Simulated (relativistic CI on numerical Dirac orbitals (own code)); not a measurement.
**Sensitivity of the levels of Ta¹⁴⁺ to α and to the nuclear radius**

Calculated at this level of theory: Dirac-Coulomb-Breit CI, KLI orbitals optimised for each configuration, derivatives by finite differences, unscaled Slater integrals, QED left out (own radial code, finite nucleus).

CI space (outside the closed core [Kr]): 4d10.4f11.5s2, 4d10.4f13, 4d10.4f12.5s, 4d10.4f11.5s.5p, 4d10.4f12.5p, 4d10.4f12.5f, 4d10.4f11.5s.6s, 4d9.4f13.5s. The list is cut by size and lacks configurations that can hold low levels.

With x = (α/α₀)² − 1 an excitation energy changes as ω = ω₀ + qx; K = 2q/ω₀ is the relative enhancement. Terms are leading LS components, so labels can repeat. The field-shift factor is F = δν/δ⟨r²⟩ for the transition from the lowest level.

Lowest level 4d10.4f11.5s2 4I°_15/2.

```tsv
Level	ω₀ (cm⁻¹)	q (cm⁻¹)	F (GHz/fm²)
4d10.4f11.5s2 4I°_13/2	13485.4	13130	0.76
4d10.4f11.5s2 4I°_11/2	19782.0	12020	0.828
4d10.4f11.5s2 4I°_9/2	22692.4	4007	0.56
4d10.4f11.5s2 4F°_9/2	29604.3	12840	1.03
4d10.4f11.5s2 4S°_3/2	34853.9	1746	0.678
4d10.4f11.5s2 2H°_11/2	35746.7	11680	1.1
4d10.4f11.5s2 4F°_7/2	39894.9	12580	1.19
4d10.4f11.5s2 4F°_5/2	42941.2	11470	1.2
4d10.4f11.5s2 4F°_3/2	43419.0	12490	1.25
4d10.4f11.5s2 4F°_9/2	46096.3	20290	1.62
4d10.4f11.5s2 2K°_15/2	48578.3	9601	1.25
4d10.4f11.5s2 4G°_11/2	50284.8	13790	1.43
4d10.4f11.5s2 2G°_7/2	52169.2	13150	1.4
```

At this charge energies of transitions that change n are usually good to better than 1 %, and those within a shell (Δn = 0) to a few per cent. Terms inside the open d or f shell come out 10 to 20 % too wide with unscaled integrals. Levels and lines within the n = 5 or 6 shells can be off by up to 10 % or somewhat more, and those that change n by about 2 %, since core polarisation is missing.

Task: Which transition from the lowest level has the largest |K|?

Result: 4d10.4f11.5s2 4I°_13/2 at 13485.4 cm⁻¹, K = 1.95.
